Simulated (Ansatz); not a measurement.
Reaction (substitution at a C–Ge bond): `[SiH3]/N=[CH]\[GeH3]` + H–F → `F/C=N/[SiH3]` + GeH₄

Calculated with Ansatz (gas phase, PBE0-D4/def2-TZVP geometries, no zero-point term in ΔE). CCSD(T)/CBS adds triple-zeta CCSD(T) − MP2 to the extrapolated MP2 energy (def2 sets, frozen cores). This one scheme is used for every species. Double bonds are as drawn, so ΔE can hold a change between cis and trans. DFT in def2-TZVPP. B3LYP here is the variant with VWN-RPA as its local correlation; programs differ in this. HSE06 is defined as in plane-wave codes. For Ge outer-core shells are correlated without core-valence functions, which leaves a few kJ/mol of doubt a bond. Scalar relativity is left out up to krypton.

```
             level  ΔE (kcal/mol)  difference from CCSD(T)/CBS
       LDA (SPW92)           -7.0                         -6.4
            PBE-D4           -4.4                         -3.8
         revPBE-D4           -3.2                         -2.6
           BLYP-D4           -4.1                         -3.5
         r2SCAN-D4           -6.3                         -5.7
            B97M-V           -7.9                         -7.3
           PBE0-D4           -4.3                         -3.7
          B3LYP-D4           -4.4                         -3.8
        r2SCANh-D4           -6.0                         -5.4
        r2SCAN0-D4           -5.6                         -5.0
          HSE06-D4           -4.3                         -3.7
          BHLYP-D4           -4.8                         -4.2
      CAM-B3LYP-D4           -6.6                         -6.0
           ωB97X-V           -6.3                         -5.7
          PBE-QIDH           -4.0                         -3.4
               PBE           -6.1                         -5.5
            revPBE           -6.3                         -5.7
              BLYP           -7.5                         -6.9
            r2SCAN           -6.7                         -6.1
              PBE0           -5.8                         -5.2
             B3LYP           -7.1                         -6.5
           r2SCANh           -6.5                         -5.9
           r2SCAN0           -6.2                         -5.6
             BHLYP           -7.5                         -6.9
         CAM-B3LYP           -8.2                         -7.6
           LC-ωPBE           -7.1                         -6.5
RPA@PBE/def2-TZVPP           -2.9                         -2.3
       HF/def2-SVP          -12.1                        -11.5
      MP2/def2-SVP           -7.6                         -7.0
     CCSD/def2-SVP           -8.4                         -7.8
  CCSD(T)/def2-SVP           -8.2                         -7.6
    MP2/def2-TZVPP           -1.0                         -0.4
SCS-MP2/def2-TZVPP           -2.5                         -1.9
   CCSD/def2-TZVPP           -2.8                         -2.2
CCSD(T)/def2-TZVPP           -2.2                         -1.6
     HF/def2-QZVPP           -9.5                         -8.9
    MP2/def2-QZVPP           -0.2                          0.4
      HF/CBS(def2)           -9.5                         -8.9
     MP2/CBS(def2)            0.6                          1.2
    CCSD/CBS(def2)           -1.2                         -0.6
       CCSD(T)/CBS           -0.6                            0
```

What do rigid-rotor, harmonic-oscillator terms from PBE0-D4/def2-TZVP frequencies (298.15 K, 1 bar) make of the CCSD(T)/CBS value? (An estimate is asked.)

Ansatz gave: ΔZPE = 0.0 kcal/mol, ΔH = -1.3 kcal/mol, ΔS = -6 J/(mol·K), ΔG = -0.8 kcal/mol.

Largest T1 diagnostic among the species: 0.014.

At CCSD(T), def2-SVP lies −7.6 kcal/mol from the extrapolated value and def2-TZVPP −1.6 kcal/mol. Leaving LDA and LC-ωPBE aside and taking each functional with its dispersion term where it has one, the values spread over 4.6 kcal/mol, from B97M-V to revPBE-D4. LDA lies −0.9 kcal/mol from PBE without D4. In def2-TZVPP, CCSD(T) changes the Hartree–Fock value by +7.2 kcal/mol (the triples alone add +0.6 kcal/mol) and MP2 by +8.3 kcal/mol.
